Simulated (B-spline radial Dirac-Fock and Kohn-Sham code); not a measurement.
X-ray form factors of rhodium in several charge states

Method: relativistic Hartree-Fock (Dirac-Fock) wave functions, averaged over the configuration. Computed with a radial atomic solver.

Configurations: Rh [Kr] 4d8 5s1; Rh⁺ [Kr] 4d8; Rh²⁺ [Kr] 4d7; Rh⁵⁺ [Kr] 4d4; Rh⁶⁺ [Kr] 4d3. The first column is f₀ of Rh, the others are differences from it.

```csv
s (Å⁻¹),Rh,Δ Rh⁺,Δ Rh²⁺,Δ Rh⁵⁺,Δ Rh⁶⁺
0,45.000,-1.000,-2.000,-5.000,-6.000
0.1,41.834,-0.271,-0.930,-3.243,-4.075
0.2,36.087,+0.103,-0.063,-1.077,-1.540
0.3,30.679,+0.045,+0.083,-0.045,-0.182
0.4,26.371,-0.009,+0.050,+0.225,+0.256
0.5,23.176,-0.019,+0.014,+0.183,+0.251
0.7,18.941,-0.003,-0.007,0.000,+0.014
0.9,15.856,+0.004,-0.004,-0.045,-0.062
1.1,13.118,+0.003,-0.001,-0.029,-0.044
1.4,9.753,0.000,0.000,-0.006,-0.012
```
